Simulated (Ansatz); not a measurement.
Relaxation of C$_{2}$H$_{5}$BF$_{2}$OSi (12 atoms, charge 0, multiplicity 1), to a largest force component of 0.02 eV/Å in at most 40 steps.

The calculation used RKS PBE-D4/STO-3G (Ansatz 0.2.0).

```xyz
12
Properties=species:S:1:pos:R:3:forces:R:3
F -0.595 -2.579 -0.309 -1.29 -0.99 -0.91
C 0.127 -1.393 -0.267 -0.59 -0.60 3.29
F 1.429 -1.742 -0.420 4.34 -1.21 -0.53
B -0.012 -0.677 1.137 -3.16 -0.74 1.16
Si -0.186 1.146 0.746 0.90 2.22 2.41
C 0.152 0.808 -1.024 0.88 2.00 0.05
O -0.225 -0.526 -1.318 -2.68 -0.90 -3.44
H -0.801 -1.141 1.913 1.32 -0.47 0.25
H -1.542 1.688 1.024 0.66 -0.18 -0.22
H 0.899 1.934 1.401 -0.76 0.06 -0.43
H 1.227 0.913 -1.211 0.77 0.51 -0.38
H -0.396 1.514 -1.638 -0.41 0.29 -1.24
```

Q: Where does it end, and by what steps?

A: It converged. Limits of this set-up: minimal basis. After 18 steps the energy has fallen by 3.194 eV; F3 moved furthest, 1.18 Å. Parted: C2–F3. Joined: F3–B4.

```tsv
step	energy less start (eV)	largest force component (eV/Å)	accepted
0	0.0000	4.344	yes
1	-1.1974	1.612	yes
2	-1.4129	0.495	yes
3	-1.4456	0.313	yes
4	-1.4712	0.349	yes
5	-1.5642	0.881	yes
6	-1.8423	1.340	yes
7	-2.3769	1.947	yes
8	-2.8380	1.523	yes
9	-2.8960	3.562	yes
10	-3.0758	0.945	yes
11	-3.1301	0.469	yes
12	-3.1613	0.778	yes
13	-3.1543	1.045	no
14	-3.1822	0.166	yes
15	-3.1879	0.177	yes
16	-3.1921	0.047	yes
17	-3.1933	0.060	yes
18	-3.1940	0.018	yes
```

```xyz
12
Properties=species:S:1:pos:R:3
F -0.455 -2.660 -0.790
C -0.249 -1.381 -0.367
F 1.190 -1.527 0.713
B -0.109 -0.853 1.132
Si -0.040 1.095 0.802
C 0.111 0.883 -1.102
O 0.091 -0.595 -1.482
H -0.676 -1.370 2.027
H -1.245 1.870 1.071
H 1.108 1.877 1.246
H 1.067 1.262 -1.529
H -0.717 1.345 -1.687
```

The run took 43 s on 1 CPU thread of a shared host.
